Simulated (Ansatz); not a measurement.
System: C$_{7}$H$_{13}$, net charge 0, doublet state. It need not be the lowest isomer of its formula. 
Structure (B3LYP-D3(BJ)/def2-TZVP (Ansatz, a program for electronic structure) minimum search):
```
C
H 1 1.0915
H 1 1.0960 2 107.46
C 1 1.5354 2 112.96 3 120.58
H 4 1.0959 1 107.85 2 47.20
C 4 1.5210 5 108.73 1 124.85
H 6 1.0923 4 111.38 5 -59.83
H 6 1.0924 7 107.72 4 -122.40
H 6 1.0934 7 107.80 8 -116.05
C 1 1.5411 2 113.02 3 -120.43
H 10 1.1034 1 108.12 2 -38.51
C 10 1.4963 11 109.26 1 110.97
H 12 1.0817 10 123.64 11 77.06
C 12 1.4902 13 124.47 10 179.44
H 14 1.0954 12 113.69 13 -45.89
H 14 1.1023 15 105.61 12 -122.31
C 10 1.5288 11 107.27 12 125.06
H 17 1.0919 10 111.16 11 -60.93
H 17 1.0923 18 107.93 10 121.45
H 17 1.0925 18 107.84 19 116.65
```
Charge 0, spin multiplicity 2.

Total electronic energies in hartree. Cores are frozen in the correlated levels unless marked. Open shells are spin-unrestricted. Spin-orbit coupling is left out. No relativistic terms. CBS(X,Y): correlation extrapolated as X^-3; Hartree-Fock from the larger set. [CCSD(T)-MP2]/basis is that difference in the basis named.

```json
[
 {"level": "SVWN5/def2-TZVPD", "program": "Ansatz", "energy (Eh)": "-272.02621"},
 {"level": "PBE/def2-TZVPD", "program": "Ansatz", "energy (Eh)": "-274.22709"},
 {"level": "PBE0/STO-3G", "program": "Ansatz", "energy (Eh)": "-270.95587"},
 {"level": "r2SCANh/def2-TZVPD", "program": "Ansatz", "energy (Eh)": "-274.44157"},
 {"level": "r2SCAN0-D4/def2-TZVPD", "program": "Ansatz + dftd4", "energy (Eh)": "-274.43698"},
 {"level": "HSE06-D3(BJ)/def2-TZVPD", "program": "Ansatz + dftd3", "energy (Eh)": "-274.27570"},
 {"level": "CAM-B3LYP-D3(BJ)/def2-TZVPD", "program": "Ansatz + dftd3", "energy (Eh)": "-274.46750"},
 {"level": "CAM-B3LYP-D4/def2-TZVPD", "program": "Ansatz + dftd4", "energy (Eh)": "-274.46843"},
 {"level": "B2PLYP/def2-TZVPD", "program": "Ansatz", "energy (Eh)": "-274.34167"},
 {"level": "MP2/STO-3G", "program": "Ansatz", "energy (Eh)": "-269.75763"},
 {"level": "RI-MP2/cc-pVTZ", "program": "Ansatz", "energy (Eh)": "-273.88205"},
 {"level": "CCSD/6-31G", "program": "Ansatz", "energy (Eh)": "-273.19583"},
 {"level": "CCSD/6-31G*", "program": "Ansatz", "energy (Eh)": "-273.58237"},
 {"level": "CCSD(T)/cc-pVDZ", "program": "Ansatz", "energy (Eh)": "-273.72050"},
 {"level": "RI-MP2/CBS(cc-pVTZ,cc-pVQZ)+[CCSD(T)-MP2]/cc-pVTZ", "program": "Ansatz", "energy (Eh)": "-274.1472"}
]
```

Totals of different functionals don't rank their quality; only differences between species are comparable.
